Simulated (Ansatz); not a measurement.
Ansatz results at the PBE0-D4/def2-TZVP geometry: size of the dipole moment (PBE/def2-TZVPP) 1.47 D; LUMO energy (PBE/def2-TZVPP) -1.51 eV; LUMO energy (PBE0/def2-TZVPP) -0.67 eV.

Task: Which molecule gave them?
A. `CCO[Si](C)(F)F`
B. `C[Si](F)([SiH3])[SiH3]`
C. `CCO[Si](C)(F)Cl`
D. `O[SiH]([SiH3])O[SiH3]`

Result: B. The others give `O[SiH]([SiH3])O[SiH3]`: 1.24, -1.17, -0.33; `CCO[Si](C)(F)Cl`: 1.51, 0.21, 1.07; `CCO[Si](C)(F)F`: 1.36, 0.25, 1.09.
